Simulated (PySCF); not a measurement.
# Polarisability and C₆ of I (iodine, neutral)

[Kr] 4d10 5s2 5p5, 2P determinant. Computed with PySCF 2.14 in aug-cc-pVQZ-PP with ECP28MDF (7s7p5d3f2g, 92 functions), with scalar relativity through the core potential. Coupled (time-dependent) response in atomic units; α is the mean over directions.

```csv
method,mean α (bohr³),"α xx, yy, zz",C₆ (like pair),S(−4)
UHF,31.93,"29.58, 33.10, 33.10",342.6,198.5
PBE,34.61,"31.53, 36.16, 36.16",376.1,257.7
PBE0,33.21,"30.46, 34.59, 34.59",358.4,226.1
B3LYP,33.80,"30.89, 35.25, 35.25",364.6,241.6
BP86,34.57,"31.46, 36.13, 36.13",375.3,256.0
```

S(−4) is the Cauchy moment in α(ω) = α(0) + S(−4) ω² + …

Reference α: 32.9 ± 1.3 bohr³ (recommended; Schwerdtfeger and Nagle, table of static dipole polarizabilities (2023 update)). Published C₆: 385.0 (Chu and Dalgarno (2004); Tang, Norbeck and Certain (1976)).

Spin-orbit coupling is absent.

α(iu) at PBE0:

```tsv
u (hartree)	α(iu) (bohr³)
0	33.21
0.0500	32.66
0.100	31.14
0.200	26.51
0.300	21.61
0.500	14.18
0.750	8.909
1.00	6.074
1.50	3.393
2.00	2.218
3.00	1.206
5.00	0.5376
```

A single London oscillator, α(iu) = α/(1 + u²/ω²), gives C₆ = (3/4) ω α². Matching the computed C₆ needs ω = 4 × 358.4 / (3 × 33.21²) = 0.433 hartree.

The components differ because the open shell of this determinant is not spherical; for a pure term their mean is the scalar polarisability.

Energies and moments cover only the electrons outside the core potential.
